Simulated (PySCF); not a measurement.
## Electron correlation in Xe(44+) (xenon, charge +44)

Starting occupation: [Ne]. All numbers are calculated (PySCF 2.14, X2C-1e with screened-nucleus spin-orbit coupling, Gaussian nucleus, in an even-tempered Gaussian basis (17 s from 5.5 bohr⁻², ratio 2.6; 13 p from 7.2 bohr⁻², ratio 2.6; 6 d from 7.4 bohr⁻², ratio 2.8; 3 f from 170 bohr⁻², ratio 2.8)). Frozen: 1s2; 8 electrons correlated; the 48 highest virtual spinors left out.

MP2 pair energies summed by pair of shells (mhartree):

| pair | energy | share (%) |
| --- | --- | --- |
| 2p1/2-2p3/2 | -102.09 | 33.3 |
| 2p3/2-2p3/2 | -96.48 | 31.5 |
| 2p3/2-2s1/2 | -47.21 | 15.4 |
| 2p1/2-2s1/2 | -24.41 | 8.0 |
| 2p1/2-2p1/2 | -23.53 | 7.7 |
| 2s1/2-2s1/2 | -12.40 | 4.1 |

Total MP2 correlation energy: -306.12 mhartree.

The virtual space was cut to 44 spinors, which keep -236.25 of the -306.12 mhartree of MP2 correlation.

```tsv
level	correlation energy (mhartree)
CCSD	-237.25
(T)	-0.02
CCSD(T)	-237.27
```

Diagnostics: T1 = 3.8e-05, largest double amplitude 0.003.

Is a single reference adequate?

Yes: T1 lies below 0.03 and no double amplitude reaches 0.07.

The coupled-cluster values are those of the cut space; adding the MP2 remainder, -69.87 mhartree, estimates the full space.

At this charge the one-electron X2C treatment keeps the bare 1/r₁₂, with no two-electron picture change or Breit term. The effect here is smaller than on the frozen 1s shell.
